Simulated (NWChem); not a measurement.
System: C3H6Si; SMILES [SiH3]C#CC

Input file for NWChem:

```
start job
memory heap 200 mb stack 900 mb global 1100 mb
geometry units angstroms noautoz
  C      2.649785    -0.142153    -0.343984
  C      1.212838    -0.065170    -0.157261
  C      0.005238    -0.001089    -0.001690
  Si    -1.803395     0.096612     0.233986
  H      3.150563     0.745355     0.073648
  H      2.905313    -0.203114    -1.413497
  H      3.065563    -1.031661     0.154736
  H     -2.497517    -0.824684    -0.714395
  H     -2.278171     1.490304    -0.015212
  H     -2.159189    -0.292867     1.630956
end
basis spherical
  * library pcseg-2
end
dft
  xc xpbe96 cpbe96
  iterations 150
  semidirect filesize 400000000
  mulliken
end
task dft energy
```

Output (shortened):

```
             Northwest Computational Chemistry Package (NWChem) 7.3.0
             --------------------------------------------------------

 C1  symmetry detected

                             Geometry "geometry" -> ""
                             -------------------------

 Output coordinates in angstroms (scale by  1.889725989 to convert to a.u.)

  No.       Tag          Charge          X              Y              Z
 ---- ---------------- ---------- -------------- -------------- --------------
    1 C                    6.0000     0.00001889    -2.67188086     0.00011335
    2 C                    6.0000    -0.00020600    -1.22080937     0.00022632
    3 C                    6.0000     0.00021089    -0.00154535    -0.00101673
    4 Si                  14.0000    -0.00003170     1.82499251     0.00015463
    5 H                    1.0000     0.24122085    -3.06699962     0.99939726
    6 H                    1.0000     0.74542387    -3.06560931    -0.70856019
    7 H                    1.0000    -0.98587422    -3.06675751    -0.29127069
    8 H                    1.0000     0.14615937     2.34157502    -1.39332621
    9 H                    1.0000     1.13495084     2.33713108     0.82442279
   10 H                    1.0000    -1.28157960     2.33617860     0.57123449

 Effective nuclear repulsion energy (a.u.)     130.3340930694

  pbe96 is a nonlocal functional; adding pw91lda local functional.

                                 NWChem DFT Module
                                 -----------------

 Summary of "ao basis" -> "ao basis" (spherical)
 ------------------------------------------------------------------------------
       Tag                 Description            Shells   Functions and Types
 ---------------- ------------------------------  ------  ---------------------
 C                          pcseg-2                 10       30   4s3p2d1f
 Si                         pcseg-2                 12       34   5s4p2d1f
 H                          pcseg-2                  6       14   3s2p1d

            General Information
            -------------------
          SCF calculation type: DFT
          Wavefunction type:  closed shell.
          No. of atoms     :    10
          No. of electrons :    38
           Alpha electrons :    19
            Beta electrons :    19
          Charge           :     0
          Spin multiplicity:     1
          Use of symmetry is: off; symmetry adaption is: off
          Maximum number of iterations: 150
          AO basis - number of functions:   208
                     number of shells:    78
          Convergence on energy requested:  1.00D-06
          Convergence on density requested:  1.00D-05
          Convergence on gradient requested:  5.00D-04

              XC Information
              --------------
          PerdewBurkeErnzerhof Exchange Functional  1.000
            Perdew 1991 LDA Correlation Functional  1.000 local
           PerdewBurkeErnz. Correlation Functional  1.000 non-local

             Grid Information
             ----------------
          Grid used for XC integration:  medium
          Radial quadrature: Mura-Knowles
          Angular quadrature: Lebedev.
          Tag              B.-S. Rad. Rad. Pts. Rad. Cut. Ang. Pts.
          ---              ---------- --------- --------- ---------
          C                   0.70       49          14.0       434
          Si                  1.10       88          14.0       590
          H                   0.35       45          15.0       434
          Grid pruning is: on
          Number of quadrature shells:   505
          Spatial weights used:  Erf1

      Superposition of Atomic Density Guess
      -------------------------------------

 Sum of atomic energies:        -404.83797764

      Non-variational initial energy
      ------------------------------

 Total energy =    -406.885622
 1-e energy   =    -812.996999
 2-e energy   =     275.777284
 HOMO         =      -0.328963
 LUMO         =       0.018198

------------------------------------------------------------
EAF file 0: "./job.aoints.0" size=545783808 bytes
------------------------------------------------------------
               write      read    awrite     aread      wait
               -----      ----    ------     -----      ----
     calls:     1041         0         0         0         0
   data(b): 5.46e+08  0.00e+00  0.00e+00  0.00e+00
   time(s): 0.00e+00  0.00e+00  0.00e+00  0.00e+00  0.00e+00
rate(mb/s): 0.00e+00  0.00e+00
------------------------------------------------------------

     ---------------------------------------------
      Total Density - Mulliken Population Analysis
     ---------------------------------------------

    Atom       Charge   Shell Charges
 -----------   ------   -------------------------------------------------------
    1 C    6     6.15   2.00  0.57  0.40  0.19  1.30  1.39  0.26  0.01  0.03  0.00
    2 C    6     5.80   2.00  0.61  0.48  0.07  1.21  1.31  0.05  0.01  0.05  0.01
    3 C    6     6.62   2.00  0.62  0.53  0.36  1.33  1.48  0.27  0.01  0.02  0.01
    4 Si  14    13.37   2.00  0.47  1.52  0.75  0.50  5.92  0.51  1.32  0.24  0.01  0.12  0.01
    5 H    1     0.90   0.38  0.44  0.04  0.01  0.03  0.00
    6 H    1     0.90   0.38  0.44  0.04  0.01  0.03  0.00
    7 H    1     0.90   0.38  0.44  0.04  0.01  0.03  0.00
    8 H    1     1.12   0.37  0.58  0.15  0.00  0.02  0.00
    9 H    1     1.12   0.37  0.58  0.15  0.00  0.02  0.00
   10 H    1     1.12   0.37  0.58  0.15  0.00  0.02  0.00

   convergence    iter        energy       DeltaE   RMS-Dens  Diis-err
 ---------------- ----- ----------------- --------- --------- ---------
 d= 0,ls=0.0,diis     1   -407.0554297503 -5.37D+02  6.27D-03  7.34D-01
 d= 0,ls=0.0,diis     2   -407.0517917886  3.64D-03  3.71D-03  3.97D-01
 d= 0,ls=0.0,diis     3   -406.9996893184  5.21D-02  2.61D-03  8.19D-01
 d= 0,ls=0.0,diis     4   -407.1002130980 -1.01D-01  5.87D-04  4.03D-02
 d= 0,ls=0.0,diis     5   -407.1057330760 -5.52D-03  2.04D-04  1.07D-03
  Resetting Diis
 d= 0,ls=0.0,diis     6   -407.1058626036 -1.30D-04  4.04D-05  9.20D-05
 d= 0,ls=0.0,diis     7   -407.1058766691 -1.41D-05  1.09D-05  1.13D-06
 d= 0,ls=0.0,diis     8   -407.1058759238  7.45D-07  7.57D-06  6.62D-06

         Total DFT energy =     -407.105875923806
      One electron energy =     -817.051336143576
           Coulomb energy =      318.645405211341
    Exchange-Corr. energy =      -39.034038060988
 Nuclear repulsion energy =      130.334093069418

 Numeric. integr. density =       38.000016420539

                       DFT Final Molecular Orbital Analysis
                       ------------------------------------

 Vector   17  Occ=2.000000D+00  E=-3.132589D-01
              MO Center=  1.4D-01,  1.9D+00, -3.8D-01, r^2= 2.7D+00
   Bfn.  Coefficient  Atom+Function         Bfn.  Coefficient  Atom+Function
  ----- ------------  ---------------      ----- ------------  ---------------
   104      0.277642   4 Si pz              168     -0.251952   8 H  s
   167     -0.215742   8 H  s                98     -0.171272   4 Si pz
   101      0.157893   4 Si pz              182      0.152327   9 H  s
   181      0.130417   9 H  s               169     -0.114970   8 H  s
    67      0.102633   3 C  pz              196      0.100266  10 H  s

 Vector   18  Occ=2.000000D+00  E=-2.396561D-01
              MO Center=  4.8D-02, -4.6D-01, -1.9D-02, r^2= 2.9D+00
   Bfn.  Coefficient  Atom+Function         Bfn.  Coefficient  Atom+Function
  ----- ------------  ---------------      ----- ------------  ---------------
    67      0.293017   3 C  pz               37      0.283778   2 C  pz
    70      0.251482   3 C  pz               40      0.241060   2 C  pz
    73      0.133819   3 C  pz              168      0.120301   8 H  s
   126     -0.117116   5 H  s                43      0.095739   2 C  pz
   182     -0.093407   9 H  s               125     -0.092049   5 H  s

 Vector   19  Occ=2.000000D+00  E=-2.396275D-01
              MO Center= -4.8D-02, -4.6D-01,  1.8D-02, r^2= 2.9D+00
   Bfn.  Coefficient  Atom+Function         Bfn.  Coefficient  Atom+Function
  ----- ------------  ---------------      ----- ------------  ---------------
    65      0.293034   3 C  px               35      0.283823   2 C  px
    68      0.251466   3 C  px               38      0.241118   2 C  px
    71      0.133908   3 C  px              196      0.123346  10 H  s
   154      0.103318   7 H  s               140     -0.099528   6 H  s
    41      0.095717   2 C  px              195      0.087434  10 H  s

 Vector   20  Occ=0.000000D+00  E=-2.886059D-02
              MO Center=  2.6D-02, -8.7D-02,  4.4D-02, r^2= 5.1D+00
   Bfn.  Coefficient  Atom+Function         Bfn.  Coefficient  Atom+Function
  ----- ------------  ---------------      ----- ------------  ---------------
   169      0.633879   8 H  s               107      0.537565   4 Si pz
    43     -0.493560   2 C  pz              127      0.442937   5 H  s
   183     -0.405676   9 H  s                73      0.396987   3 C  pz
    40     -0.301538   2 C  pz               37     -0.293564   2 C  pz
   141     -0.275915   6 H  s               104      0.249864   4 Si pz

 Vector   21  Occ=0.000000D+00  E=-2.877260D-02
              MO Center= -2.5D-02, -8.8D-02, -4.6D-02, r^2= 5.1D+00
   Bfn.  Coefficient  Atom+Function         Bfn.  Coefficient  Atom+Function
  ----- ------------  ---------------      ----- ------------  ---------------
   197      0.601323  10 H  s               105      0.537822   4 Si px
   183     -0.500008   9 H  s                41     -0.494460   2 C  px
   155     -0.414376   7 H  s                71      0.397975   3 C  px
   141      0.357408   6 H  s                38     -0.301462   2 C  px
    35     -0.293564   2 C  px              102      0.249473   4 Si px

 Vector   22  Occ=0.000000D+00  E=-6.640232D-03
              MO Center= -6.1D-04, -1.1D+00,  2.2D-03, r^2= 1.2D+01
   Bfn.  Coefficient  Atom+Function         Bfn.  Coefficient  Atom+Function
  ----- ------------  ---------------      ----- ------------  ---------------
    64      2.133390   3 C  s                42     -1.138087   2 C  py
   106      0.887673   4 Si py              127     -0.870944   5 H  s
   141     -0.866127   6 H  s               155     -0.868681   7 H  s
     4      0.820149   1 C  s                12     -0.618010   1 C  py
   169     -0.388490   8 H  s               183     -0.385350   9 H  s

------------------------------------------------------------
EAF file 0: "./job.aoints.0" size=974127104 bytes
------------------------------------------------------------
               write      read    awrite     aread      wait
               -----      ----    ------     -----      ----
     calls:     1858         7         0     12999     12999
   data(b): 9.74e+08  3.67e+06  0.00e+00  6.82e+09
   time(s): 0.00e+00  0.00e+00  0.00e+00  0.00e+00  0.00e+00
rate(mb/s): 0.00e+00  0.00e+00
------------------------------------------------------------

     ---------------------------------------------
      Total Density - Mulliken Population Analysis
     ---------------------------------------------

    Atom       Charge   Shell Charges
 -----------   ------   -------------------------------------------------------
    1 C    6     6.09   2.00  0.52  0.44  0.13  1.43  1.27  0.26  0.01  0.03  0.00
    2 C    6     5.86   2.00  0.56  0.50 -0.04  1.36  1.27  0.16  0.01  0.04  0.01
    3 C    6     6.40   2.00  0.55  0.50  0.32  1.36  1.33  0.31  0.01  0.01  0.01
    4 Si  14    13.51   2.01  0.45  1.52  0.81  0.46  5.90  0.65  1.37  0.16  0.01  0.16  0.01
    5 H    1     0.93   0.43  0.43  0.03  0.01  0.04  0.00
    6 H    1     0.93   0.43  0.43  0.03  0.01  0.04  0.00
    7 H    1     0.93   0.43  0.43  0.03  0.01  0.04  0.00
    8 H    1     1.11   0.40  0.55  0.14  0.00  0.02  0.00
    9 H    1     1.11   0.40  0.55  0.14  0.00  0.02  0.00
   10 H    1     1.11   0.40  0.55  0.14  0.00  0.02  0.00

     -------------------------------------------
      Total Density - Lowdin Population Analysis
     -------------------------------------------

    Atom       Charge   Shell Charges
 -----------   ------   -------------------------------------------------------
    1 C    6     6.02   1.97  0.32  0.31  0.16  1.19  1.38  0.47  0.01  0.19  0.02
    2 C    6     6.05   1.97  0.40  0.35  0.16  1.19  1.26  0.49  0.01  0.20  0.03
    3 C    6     6.34   1.97  0.42  0.41  0.20  1.21  1.42  0.59  0.01  0.10  0.02
    4 Si  14    13.24   1.99  0.79  1.14  0.48  0.30  5.70  0.83  1.25  0.49  0.01  0.25  0.03
    5 H    1     0.96   0.37  0.35  0.10  0.01  0.11  0.02
    6 H    1     0.96   0.37  0.35  0.10  0.01  0.11  0.02
    7 H    1     0.96   0.37  0.35  0.10  0.01  0.11  0.02
    8 H    1     1.15   0.38  0.51  0.21  0.00  0.05  0.00
    9 H    1     1.15   0.38  0.51  0.21  0.00  0.05  0.00
   10 H    1     1.15   0.38  0.51  0.21  0.00  0.05  0.00

     Multipole analysis of the density
     ---------------------------------

     L   x y z        total         alpha         beta         nuclear
     -   - - -        -----         -----         ----         -------
     0   0 0 0     -0.000000    -19.000000    -19.000000     38.000000

     1   1 0 0      0.000143      0.000072      0.000072      0.000000
     1   0 1 0     -0.652821     -0.326410     -0.326410      0.000000
     1   0 0 1     -0.000049     -0.000025     -0.000025      0.000000

     2   2 0 0    -25.377560    -20.791016    -20.791016     16.204472
     2   1 1 0     -0.000168      0.000627      0.000627     -0.001422
     2   1 0 1      0.000017      0.000006      0.000006      0.000006
     2   0 2 0    -19.746357   -265.234012   -265.234012    510.721667
     2   0 1 1     -0.001042      0.000422      0.000422     -0.001886
     2   0 0 2    -25.377809    -20.782789    -20.782789     16.187769
```

Level: PBE/pcseg-2. All runs use the structure optimised with PBE0/def2-SVP.
